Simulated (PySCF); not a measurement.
PySCF input file for carbazole (C12H9N), SMILES c12ccccc2[nH]c2ccccc12, SMD-M06-2X/6-31G*. Geometry: B3LYP-D3(BJ)/def2-SVP.

```python
import numpy as np
from pyscf import gto, scf, dft
from pyscf.solvent import smd

mol = gto.M(
    atom='''
    C     0.00000000    3.43182796   -0.19869550
    C     0.00000000    3.04726206    1.15558006
    C     0.00000000    1.69946404    1.51317153
    C     0.00000000    0.72575428    0.50548822
    C     0.00000000    1.13328869   -0.85976719
    C     0.00000000    2.48409360   -1.22267917
    N     0.00000000   -0.00000000   -1.65599113
    C     0.00000000   -1.13328869   -0.85976719
    C     0.00000000   -2.48409360   -1.22267917
    C     0.00000000   -3.43182796   -0.19869549
    C     0.00000000   -3.04726206    1.15558007
    C     0.00000000   -1.69946405    1.51317152
    C     0.00000000   -0.72575428    0.50548821
    H     0.00000000    4.49397924   -0.45508149
    H     0.00000000    3.81527738    1.93209879
    H     0.00000000    1.40448419    2.56520895
    H     0.00000000    2.78868082   -2.27176808
    H     0.00000000   -0.00000000   -2.66615389
    H     0.00000000   -2.78868082   -2.27176807
    H     0.00000000   -4.49397923   -0.45508148
    H     0.00000000   -3.81527739    1.93209880
    H     0.00000000   -1.40448417    2.56520894
    ''',
    basis='6-31G*',
    charge=0,
    spin=0,
    max_memory=1600,
    verbose=3,
)
mf = dft.RKS(mol, xc='m06-2x').density_fit(auxbasis='def2-universal-jkfit')
mf.grids.level = 4
mf.conv_tol = 1e-9
mf.max_cycle = 100
mf.kernel()
res = {}
for name in ['water', 'methanol', 'toluene']:
    s = mf.SMD()
    s.with_solvent.solvent, s.with_solvent.sasa_ng = name, 194
    s.kernel(mf.make_rdm1())
    res[name] = (s.e_tot, s.with_solvent.get_cds(), s.dip_moment(), s.mo_energy, s.converged)
    print(f'SMD {name}: dG(solv) = {(s.e_tot - mf.e_tot) * 627.509474:.3f} kcal/mol, of which CDS {res[name][1] * 627.509474:.3f}')
```

Output:

```
converged SCF energy = -517.24496536656
converged SCF energy = -517.25513025326
Dipole moment(X, Y, Z, Debye): -0.00000, -0.00000, -2.43948
SMD water: dG(solv) = -6.379 kcal/mol, of which CDS 3.692
converged SCF energy = -517.262701784944
Dipole moment(X, Y, Z, Debye):  0.00000, -0.00000, -2.40990
SMD methanol: dG(solv) = -11.130 kcal/mol, of which CDS -1.420
converged SCF energy = -517.26137819857
Dipole moment(X, Y, Z, Debye): -0.00000, -0.00000, -1.96053
SMD toluene: dG(solv) = -10.299 kcal/mol, of which CDS -6.109
```

The calculation finished and met its thresholds.
